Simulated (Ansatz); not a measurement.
Relaxation of C₃H₇BO (12 atoms, charge 0, multiplicity 1), to a largest force component of 0.015 eV/Å in at most 40 steps.

All numbers below come from Ansatz, RKS r2SCAN-D4/6-31G.

```xyz
12
Properties=species:S:1:pos:R:3
C -1.646 -0.034 0.741
B -0.199 0.133 1.244
C 1.006 0.073 0.261
C 0.989 -0.081 -1.045
O 2.053 -0.147 -1.859
H -2.391 0.100 1.589
H -1.887 0.832 0.017
H -1.799 -0.952 0.222
H 0.004 0.299 2.443
H 2.028 0.166 0.732
H -0.069 -0.188 -1.485
H 1.987 -0.255 -2.826
```

Q: Where does it end, and by what steps?

A: The forces met the threshold. The force dipped under the threshold on the way, but the program's further checks kept it going. Limits of this set-up: no polarisation functions. After 16 steps the energy has fallen by 0.509 eV; H7 moved furthest, 0.96 Å.

```tsv
step	energy less start (eV)	largest force component (eV/Å)	accepted
0	0.0000	3.779	yes
1	-0.3675	2.019	yes
2	-0.4258	0.589	yes
3	-0.4550	0.259	yes
4	-0.4771	0.113	yes
5	-0.4816	0.386	yes
6	-0.4936	0.221	yes
7	-0.5051	0.066	yes
8	-0.4994	0.415	no
9	-0.5071	0.014	yes
10	-0.5069	0.179	no
11	-0.5079	0.031	yes
12	-0.5077	0.102	no
13	-0.5083	0.023	yes
14	-0.5083	0.034	yes
15	-0.5084	0.033	yes
16	-0.5085	0.001	yes
```

```xyz
12
Properties=species:S:1:pos:R:3
C -1.668 0.060 0.704
B -0.182 0.277 1.179
C 1.062 0.138 0.297
C 0.985 -0.194 -1.013
O 2.112 -0.316 -1.799
H -2.142 -0.716 1.326
H -2.252 0.974 0.897
H -1.816 -0.217 -0.348
H -0.019 0.578 2.336
H 2.065 0.303 0.693
H 0.036 -0.382 -1.517
H 1.896 -0.560 -2.720
```

Whether the end is a true minimum wasn't checked by a vibrational analysis.

Time of the run: 86 s on 1 thread of Arm Neoverse V2 (shared host), peak memory 0.17 GiB.
